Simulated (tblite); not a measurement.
Compound: C4H5ClNO (doublet state).
Atom-mapped SMILES: `[NH:1][C:2](=[O:3])/[CH:4]=[CH:5]\[CH2:6][Cl:7]` (hydrogens: H8 on N1; H9 on C4; H10 on C5; H11, H12 on C6)

Geometry (GFN2-xTB, Å), atoms numbered from 1 in this order:
```
atom  x, y, z in Å
N1     2.5737   -0.1924   -0.5037
C2     1.3518   -0.2229   -0.0828
O3     1.0520   -0.9971    0.8626
C4     0.3752    0.6720   -0.7304
C5    -0.9092    0.6977   -0.3883
C6    -1.4854   -0.1627    0.6769
Cl7   -2.7604   -1.2179    0.0271
H8     3.2118   -0.8317   -0.0425
H9     0.7886    1.3010   -1.5026
H10   -1.6024    1.3501   -0.9045
H11   -1.9250    0.4149    1.4916
H12   -0.6696   -0.8117    1.0705
```

Calculated harmonic vibrations of the isolated species, GFN2-xTB (tblite), most abundant isotopes, no scaling. Errors from tens to a few hundred cm⁻¹ against measured bands are possible. One conformer, not necessarily the lowest. Open shells enter through the occupations alone, without spin polarisation, and single modes of such species can be off by tens of per cent.

Harmonic wavenumbers (cm⁻¹): 49.0, 109.5, 179.3, 252.3, 337.4, 382.6, 459.9, 598.5, 623.3, 704.3, 752.4, 819.9, 892.9, 904.7, 919.3, 1030.3, 1060.8, 1097.6, 1179.8, 1200.2, 1288.6, 1364.4, 1428.3, 1552.5, 1663.3, 2634.5, 2960.1, 3045.6, 3109.0, 3394.1.

A = 5647, B = 1089, C = 983.4 MHz; mass 118.006 u (most abundant isotopes); point group C1, symmetry number 1; spin multiplicity 2.

Task: Zero-point energy?

Result: ½Σν̃ = 17997 cm⁻¹ = 51.46 kcal/mol.

Task: Give the ideal-gas entropy at 350 K and 1 bar in the rigid-rotor, harmonic-oscillator model (classical rotation).

Result: Translation 41.03, rotation 28.84, vibration 21.00, spin (R ln 2) 1.38: S = 92.3 cal/(mol K).

Task: And Cp and H(350 K) − H(0)?

Result: Cp = 30.89 cal/(mol K), of which vibrations give 22.94 (their classical limit is 30 R = 59.6); H(350 K) − H(0) = 6.70 kcal/mol without the zero-point energy, 3.92 from vibrations.

Task: What must be added to the electronic energy to get the Gibbs energy at 350 K and 1 bar?

Result: ZPE + [H(350 K) − H(0)] − T·S = 51.46 + 6.70 − 32.29 = 25.87 kcal/mol.

Task: Blend soft modes into free rotors: weight 1/[1 + (100 cm⁻¹/ν̃)⁴] for the oscillator and the rest for a rotor with moment μB/(μ + B), μ = h/(8π²ν), B = 10⁻⁴⁴ kg m². What vibrational entropy results?

Result: 19.35 cal/(mol K) in place of 21.00, which changes −T·S at 350 K by +0.58 kcal/mol.

Hindered rotation and anharmonicity are outside this model. Other conformers, if any are populated, would add a mixing term that is left out. The structure is chiral; the term R ln 2 for an equal mix with its mirror image is left out.
